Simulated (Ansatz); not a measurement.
`C[NH][Al]([OH])[OH]` + `CNCO` → `CNCOC` + `[NH2][Al]([OH])[OH]`  (substitution at a C–N bond)

Isolated molecules relaxed with PBE0-D4/def2-TZVP in Ansatz; ΔE leaves out vibrations. CBS: MP2 limit from def2 TZ/QZ plus the TZ coupled-cluster correction, frozen cores. DFT in def2-TZVPP. B3LYP here is the variant with VWN-RPA as its local correlation; programs differ in this. Each species was taken in one conformer, which may not be the lowest.

`C[NH][Al]([OH])[OH]`:

```xyz
11

C     1.112    1.322    0.477
N     0.533    0.410   -0.489
Al   -0.707   -0.805   -0.188
O    -1.329   -1.834   -1.384
O    -1.296   -0.933    1.394
H     0.937    2.372    0.216
H     2.194    1.181    0.587
H     0.663    1.153    1.458
H     0.922    0.533   -1.410
H    -1.059   -1.835   -2.299
H    -1.968   -1.565    1.639
```

`CNCO`:

Cartesian coordinates in Å:
```
C -0.242 1.260 0.655
N 0.523 0.089 0.281
C -0.208 -0.845 -0.534
O 0.642 -1.846 -1.017
H 0.367 1.908 1.288
H -1.177 1.037 1.194
H -0.504 1.826 -0.243
H 0.871 -0.387 1.104
H -0.674 -0.270 -1.348
H -1.010 -1.376 0.001
H 1.412 -1.396 -1.381
```

`CNCOC`:

Cartesian coordinates in Å:
```
C -0.185 -1.483 1.082
N 0.468 -1.089 -0.148
C -0.310 -0.272 -1.016
O -0.822 0.933 -0.469
C 0.171 1.874 -0.176
H -0.470 -0.644 1.731
H -1.097 -2.036 0.841
H 0.469 -2.152 1.644
H 1.384 -0.699 0.021
H 0.295 -0.040 -1.903
H -1.199 -0.827 -1.324
H -0.328 2.793 0.135
H 0.793 2.092 -1.057
H 0.831 1.549 0.640
```

`[NH2][Al]([OH])[OH]`:

Z-matrix (Å, degrees):
```
N
Al 1 1.760
H 1 1.005 2 126.0
H 1 1.006 2 123.5 3 -180.0
O 2 1.695 1 123.6 3 0.0
O 2 1.692 1 117.6 3 -180.0
H 5 0.954 2 124.8 1 0.0
H 6 0.955 2 122.2 1 -180.0
```

```
             level  ΔE (kJ/mol)  difference from CCSD(T)/CBS
         r2SCAN-D4        -10.2                         -3.0
           PBE0-D4         -5.5                          1.7
           ωB97X-V         -9.0                         -1.8
            B2PLYP         -7.7                         -0.5
               PBE         -5.1                          2.1
            r2SCAN         -9.7                         -2.5
              PBE0         -4.1                          3.1
             B3LYP         -6.8                          0.4
SCS-MP2/def2-TZVPP         -6.8                          0.4
   CCSD/def2-TZVPP         -6.6                          0.6
CCSD(T)/def2-TZVPP         -7.6                         -0.4
     HF/def2-QZVPP         -6.5                          0.7
    MP2/def2-QZVPP         -7.1                          0.1
SCS-MP2/def2-QZVPP         -6.4                          0.8
      HF/CBS(def2)         -6.5                          0.7
     MP2/CBS(def2)         -6.9                          0.3
       CCSD(T)/CBS         -7.2                            0
```

Largest T1 diagnostic among the species: 0.011.
